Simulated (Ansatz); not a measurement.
C2H8O2Si can be A, `C[SiH2]OCO`, or B, `C[Si](C)(O)O`.

Program: Ansatz. Geometries: PBE0-D4/def2-TZVP. ΔE: electronic, gas phase. CCSD(T)/CBS is the MP2 limit (def2-TZVPP, def2-QZVPP) plus CCSD(T) − MP2 in def2-TZVPP, frozen cores. DFT in def2-TZVPP. B3LYP here is the variant with VWN-RPA as its local correlation; programs differ in this. Each species was taken in one conformer, which may not be the lowest.

(1) Which isomer does CCSD(T)/CBS put lower? Give the gap. (Best estimate.)

(2) Give E(B) − E(A) in kcal/mol with MP2/def2-TZVPP, B3LYP-D4, PBE-D4, CCSD(T)/def2-TZVPP, CCSD/def2-TZVPP, B3LYP, B2PLYP. (Best estimate.)

Largest T1 diagnostic: 0.011.

## Answers

(1) Computed: B, by 63.6 kcal/mol.

(2) Computed: MP2/def2-TZVPP -64.9, B3LYP-D4 -60.6, PBE-D4 -59.3, CCSD(T)/def2-TZVPP -61.8, CCSD/def2-TZVPP -61.9, B3LYP -59.8, B2PLYP -61.7. None reverses the order clearly.

The D4 term adds −0.9 kcal/mol with B3LYP and −0.5 kcal/mol with PBE0; it sums over pairs of atoms, weighted by their polarisabilities, and B3LYP, whose exchange is more repulsive, gets the larger term. In def2-TZVPP, CCSD(T) changes the Hartree–Fock value by −2.9 kcal/mol (the triples alone add +0.1 kcal/mol) and MP2 by −5.9 kcal/mol.
